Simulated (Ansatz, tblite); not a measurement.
Cost and result up the ladder for B(NH3)Cl3 (BNCl3H3) (8 atoms). Total charge 0; singlet. Geometry: PBE0-D4/def2-SVP.

Cartesian coordinates in Å:
```
B -0.326 0.350 0.598
N 0.363 -0.390 -0.666
H 1.229 -0.850 -0.373
H 0.581 0.294 -1.396
H -0.274 -1.093 -1.050
Cl -1.838 1.122 -0.081
Cl 0.923 1.557 1.170
Cl -0.658 -0.989 1.798
```

Ansatz on 4 threads of Arm Neoverse V1 on a shared host; xTB runs through tblite on one thread. Times are rough, summed over both states, and most runs start from the orbitals of an earlier one. PBE0-D4/def2-TZVP serves as the yardstick here, not as an exact answer. The other state is a triplet.

The xTB rows come from tblite.

xTB has no spin-polarisation term.

| level | functions | wall time |
| --- | --- | --- |
| GFN2-xTB | 38 | 0.011 s |
| GFN1-xTB | 41 | 0.013 s |
| PBE-D4/def2-TZVP | 191 | 5.3 s |
| PBE0-D4/def2-TZVP (with forces) | 191 | 11 s |
| r2SCAN-D4/def2-TZVP | 191 | 12 s |

(1) Estimate what each level gives for the vertical triplet (eV).

## Answers

(1) 
```tsv
level	vertical triplet (eV)	difference from PBE0-D4/def2-TZVP (eV)
GFN2-xTB	8.66	1.59
GFN1-xTB	7.31	0.24
PBE-D4/def2-TZVP	6.38	-0.69
PBE0-D4/def2-TZVP (with forces)	7.07	0.00
r2SCAN-D4/def2-TZVP	6.76	-0.31
```
